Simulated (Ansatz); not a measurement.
Input for Ansatz (a program for electronic structure): R-wB97X-V/def2-TZVPPD on HF (SMILES F). Files ending in .json are basis or fitting sets from the Basis Set Exchange.

Ansatz 0.2 input:
```yaml
crystal:
  periodic: [false, false, false]
  atoms:
    - {symbol: F, position_ang: [0.01747999, -0.03773085, 3.21823258]}
    - {symbol: H, position_ang: [-0.26744645, -0.36675365, 2.34658365]}
basis:
  gaussian:
    orbitals: def2-TZVPPD.json
hamiltonian:
  xc: {name: wB97X-V}
scf: {lower_state_search: off}
```

Program output:

```
WARN ansatz: RAYON_NUM_THREADS=1 ignored (pool sized by the plan → 1); use --threads N
Functional definition: wB97X-V
these checks for a lower state are left out or cut short: stability, starts, cluster_reference, orbital_swaps, neighbouring_geometries, increment
integrals: 0.01 GiB planned
256 factors; their error is unknown
integrals: 0.04 GiB planned
78 factors; integrals over basis functions are off by at most 2.6e-5 eV
mean field: 0.11 GiB planned
mean field evaluation 1: about -2732.1765 eV, gradient 2.9e1 eV
mean field evaluation 2: about -2732.0254 eV, gradient 3.5e1 eV
mean field evaluation 4: about -2733.4827 eV, gradient 2.7e-1 eV
mean field evaluation 8: about -2733.4892 eV, gradient 1.1e-2 eV
mean field -2733.48924623 eV, -100.4538769735 hartree, gradient 9.2e-7 eV, S^2 0.000000; 0 other end points of the search recorded, 0 dependent functions left out
reference -2733.48924440 eV, -100.4538769060 hartree; 5, 5 occupied and 52, 52 virtual orbitals, 256 factors
Total energy: -2733.48924440 eV, -100.4538769060 hartree
Checks for a lower state left out: stability, starts, cluster_reference, orbital_swaps, neighbouring_geometries, increment
```

Self-consistency was reached.

Cost: around 0.4 core-seconds (rough).
